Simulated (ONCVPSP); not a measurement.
Plane-wave convergence, ONCV potential for oxygen

O (Z = 8), optimised norm-conserving Vanderbilt (ONCV), made with ONCVPSP 4.0.1 (LDA (Perdew-Wang 92), scalar-relativistic). Core [He], reference 2s2 2p3 (charge +1). Waves: 2s: rc 0.95 bohr, ncon 4, nbas 8, qcut 5.4 1/bohr, local; 2p: rc 1.85 bohr, ncon 3, nbas 7, qcut 6.6 1/bohr, 2 projectors, debl 1.5 Ha; d scattering state at 0.22 Ha: rc 1.60 bohr, ncon 4, nbas 8, qcut 5.8 1/bohr, 2 projectors, debl 1.3 Ha. Local part: the s channel. Core correction: none.

For each optimised wave give the share of its norm inside rc, the residual kinetic energy above qcut (Ha) and the cutoffs (Ha) for errors of 10, 1, 0.1 and 0.01 mHa per electron.

```json
{"wave": "2s", "norm inside rc": "0.439", "residual KE": "1.9e-02", "10 mHa": "20.3", "1 mHa": "163.7", "0.1 mHa": "199.0", "0.01 mHa": "268.6"}
{"wave": "2p", "norm inside rc": "0.894", "residual KE": "1.7e-05", "10 mHa": "13.9", "1 mHa": "17.2", "0.1 mHa": "19.8", "0.01 mHa": "28.5"}
{"wave": "p projector 2", "norm inside rc": "0.095", "residual KE": "5.2e-05", "10 mHa": "13.4", "1 mHa": "17.6", "0.1 mHa": "20.9", "0.01 mHa": "43.3"}
{"wave": "d projector 1", "norm inside rc": "0.075", "residual KE": "5.2e-05", "10 mHa": "4.8", "1 mHa": "10.2", "0.1 mHa": "15.4", "0.01 mHa": "47.6"}
{"wave": "d projector 2", "norm inside rc": "0.205", "residual KE": "6.3e-04", "10 mHa": "10.5", "1 mHa": "15.9", "0.1 mHa": "21.3", "0.01 mHa": "53.7"}
```

The occupied waves need 164 Ha and 199 Ha for 1 and 0.1 mHa. Its largest configuration-test error is +1946 meV.
